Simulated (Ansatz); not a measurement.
AlF4 (SMILES [F][Al-]([F])([F])[F]), charge -1, singlet, geometry from GFN2-xTB (such geometries of metal compounds can be far from the true shape) (a gas-phase anion, which may not be bound at this level). Base run: HF/aug-cc-pVDZ run with Ansatz (a first-principles code).

Ansatz was given this input:
Ansatz 0.2 input:
```yaml
crystal:
  periodic: [false, false, false]
  atoms:
    - {symbol: Al, position_ang: [-0.00000000, 0.00000000, -0.00000000]}
    - {symbol: F, position_ang: [1.58679882, -0.29963334, -0.47610446]}
    - {symbol: F, position_ang: [0.00001338, 0.79617763, 1.48340395]}
    - {symbol: F, position_ang: [-0.75975736, 0.96255905, -1.15353150]}
    - {symbol: F, position_ang: [-0.82705485, -1.45910335, 0.14623202]}
basis:
  gaussian:
    orbitals: aug-cc-pVDZ
hamiltonian:
  xc: hf
total_charge: -1
```

The base run was repeated with changes; each row names its change, and settings that it needs were set with it.

| change | ΔE vs base (mEh) |
|---|---|
| base | 0.000 |
| forces = on | -0.050 |
| fitting.mean_field = def2-universal-JKFIT | 0.103 |
| accuracy = high | -0.059 |
| point_charge = charge:1.0 position_ang:0.1343, 4.6213, 0.749 | -112.2 |
| nuclear_model = gaussian | 0.216 |
| point_charge = charge:0.5 position_ang:-2.1861, -2.8769, -2.98 | -56.035 |
| lower_state_search = full | 0.000 |
| fitting.mean_field = cc-pVTZ-JKFIT | 0.077 |
| lower_state_search = off | 0.000 |
| lower_state_search = light | 0.000 |

A gas-phase anion may not be bound at this level; its values then depend on the basis.
